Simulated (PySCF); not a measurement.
Computed IR spectrum (relative IR intensity) of a molecule C3H6OSe. The structure is a stationary point at PBE-D3(BJ)/def2-SVP. Other conformers were not sampled. Method: PBE-D3(BJ)/def2-SVP run with PySCF. Frequencies are harmonic and unscaled.

```tsv
ν (cm⁻¹)	relative intensity
654	19
951	2.1
1205	6.4
1287	2.2
1411	2.7
1786	100
2785	19
2969	4.8
2987	2.3
3057	2.4
3077	2.3
```

Problem. Pick the molecule that these values belong to.
A. C=COC[SeH]
B. C[C@@H]1OC[Se]1
C. CC[Se]C=O
D. [SeH]C1COC1

Solution. C, CC[Se]C=O
